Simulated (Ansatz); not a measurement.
Reaction (germylene formation by 1,1-elimination): `[CH3][GeH]([F])[GeH3]` → `[F][GeH3]` + `[CH3][GeH]`

Computed with Ansatz on PBE0-D4/def2-TZVP structures; ΔE is electronic, products minus reactants. CCSD(T)/CBS adds triple-zeta CCSD(T) − MP2 to the extrapolated MP2 energy (def2 sets, frozen cores). Functionals use def2-TZVPP. For Ge outer-core shells are correlated without core-valence functions, which leaves a few kJ/mol of doubt a bond. Scalar relativity is left out up to krypton.

`[CH3][GeH]([F])[GeH3]`:

Cartesian coordinates in Å:
```
C 0.250 -0.970 1.534
Ge 0.686 -0.387 -0.268
F 0.452 -1.794 -1.290
Ge -0.779 1.328 -1.163
H -0.792 -1.290 1.582
H 0.401 -0.153 2.241
H 0.892 -1.805 1.815
H 2.182 -0.040 -0.411
H -2.238 0.852 -1.099
H -0.411 1.648 -2.618
H -0.643 2.610 -0.323
```

`[F][GeH3]`:

Z-matrix (Å, degrees):
```
Ge
F 1 1.742
H 1 1.533 2 106.2
H 1 1.533 2 106.3 3 120.0
H 1 1.533 2 106.2 3 -120.0
```

`[CH3][GeH]`:

Cartesian coordinates in Å:
```
C 0.122 -0.542 -0.080
Ge 0.693 1.363 -0.045
H -0.274 -0.818 0.904
H 0.931 -1.221 -0.347
H -0.705 -0.665 -0.788
H -0.767 1.884 0.356
```

```csv
level,ΔE (kJ/mol),difference from CCSD(T)/CBS
PBE-D4,206.5,1.7
PBE0-D4,215.1,10.3
ωB97X-V,209.3,4.5
PBE,198.6,-6.2
r2SCAN,216.5,11.7
HF/def2-TZVPP,172.3,-32.5
CCSD/def2-TZVPP,204.3,-0.5
CCSD(T)/def2-TZVPP,208.7,3.9
HF/CBS(def2),170.1,-34.7
CCSD/CBS(def2),200.4,-4.4
CCSD(T)/CBS,204.8,0
```

Largest T1 diagnostic among the species: 0.012.

In def2-TZVPP, CCSD(T) changes the Hartree–Fock value by +36.4 kJ/mol (the triples alone add +4.4 kJ/mol) and MP2 by +48.8 kJ/mol. From PBE to PBE0 (25 % exact exchange), in def2-TZVPP and without D4, ΔE moves by +9.3 kJ/mol. The D4 term adds +12.6 kJ/mol with B3LYP and +7.1 kJ/mol with PBE0; it sums over pairs of atoms, weighted by their polarisabilities, and B3LYP, whose exchange is more repulsive, gets the larger term.

B3LYP here is the variant with VWN-RPA as its local correlation; programs differ in this.
